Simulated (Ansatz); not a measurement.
Energy profile

The step: CH₅ClSn ([CH3][SnH2][Cl]) → CH₄Sn ([CH2][SnH2]) + HCl; bonds formed: Cl2–H4; bonds broken: Sn1–Cl2, C3–H4 (atoms numbered as in the saddle structure below).

```xyz
8
angstrom
Sn 0.4112 -0.0698 1.1824
Cl -2.3127 0.3886 -1.0270
C 0.6487 -0.1079 -0.7922
H -0.8769 0.1477 -0.9858
H 0.2941 1.3758 2.0642
H -0.1601 -1.4035 2.0633
H 0.8483 -1.0701 -1.2532
H 1.1475 0.7393 -1.2517
```

Electronic energies by CCSD(T) at an estimated basis limit (MP2 extrapolated from triple and quadruple zeta, plus CCSD(T) − MP2 in triple zeta), on PBE0-D4/def2-TZVP structures; CH5ClSn, closed shell; no counterpoise correction. Ansatz 0.2.0; basis: def2-TZVPP and def2-QZVPP; cores frozen in the correlated methods. Filled d shells of the heavier atoms are correlated. Core potentials replace the inner electrons of the atoms past krypton. The def2 sets are not built for correlating such inner shells, so the correlated values are less sure here. Extrapolation: Hartree–Fock as exp(−7.88 √X), correlation as X^−2.97.

**Question.** Give the profile in eV, counted from the start structure. (An estimate is asked for; the value comes from the calculation.)

**Answer.** The calculation gives:
```
                                                                                              point     eV
                                                                                    start structure  0.000
                                                                                             saddle  3.338
                                                                                      end structure  3.130
separated: CH4Sn (linked as [CH2][SnH2]; Sn1, C3, H5, H6, H7, H8; singlet) + HCl (Cl2, H4; singlet)  3.301
```

The T1 diagnostic stays at or below 0.020. The restricted Hartree–Fock reference is unstable towards an unrestricted one at one or more of these structures.

For scale, one of the runs: CCSD(T)/def2-TZVPP, 193 basis functions, launched by `ansatz run in.yaml --threads 4 --pin off --events-out ev --progress --plain --max-ram 9574MiB`. The run took 80 s on 4 CPU threads of an Intel Xeon (shared host), with 2.4 GiB of host memory at its peak.
